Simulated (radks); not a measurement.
Q: All-electron atom: Pm2+ in [Kr] 4d10 4f5.25 5s2 5p5.75 (fractional occupations, a model configuration). Method: Dirac Kohn-Sham, PBE, spin-unpolarised, spherical densities, point nucleus; open shells fill j = l - 1/2 first; computed with a radial shooting solver on a logarithmic mesh with Libxc functionals. Some entries of the table are withheld. Estimate them.

orbital,occ.,eigenvalue (hartree),r(max) (bohr)
1s1/2,2,-1653.476,0.01479
2s1/2,2,-269.0703,0.08395
2p1/2,2,-254.8105,0.06370
2p3/2,4,-234.2208,0.06924
3s1/2,2,-59.00242,0.2388
3p1/2,2,-52.89301,0.2258
3p3/2,4,-48.75248,0.2376
3d3/2,4,-38.14370,0.1898
3d5/2,6,-37.24636,0.1932
4s1/2,2,-12.07971,0.5525
4p1/2,2,(1),0.5592
4p3/2,4,(2),0.5845
4d3/2,4,-5.03839,0.5985
4d5/2,6,-4.87845,0.6068
5s1/2,2,-2.00877,1.294
5p1/2,2,(3),(4)
5p3/2,3.75,(5),(6)
4f5/2,5.25,-0.53901,(7)
4f7/2,0,-0.52204,(8)
5d3/2,0,-0.50352,2.049
6s1/2,0,-0.49893,3.296
5d5/2,0,-0.49391,2.087
6p1/2,0,-0.36941,(9)
6p3/2,0,-0.35233,(10)

A: 
(1) 4p1/2 eigenvalue (hartree): -9.75685
(2) 4p3/2 eigenvalue (hartree): -8.85521
(3) 5p1/2 eigenvalue (hartree): -1.39039
(4) 5p1/2 r(max) (bohr): 1.418
(5) 5p3/2 eigenvalue (hartree): -1.27023
(6) 5p3/2 r(max) (bohr): 1.493
(7) 4f5/2 r(max) (bohr): 0.6374
(8) 4f7/2 r(max) (bohr): 0.6427
(9) 6p1/2 r(max) (bohr): 3.869
(10) 6p3/2 r(max) (bohr): 4.036
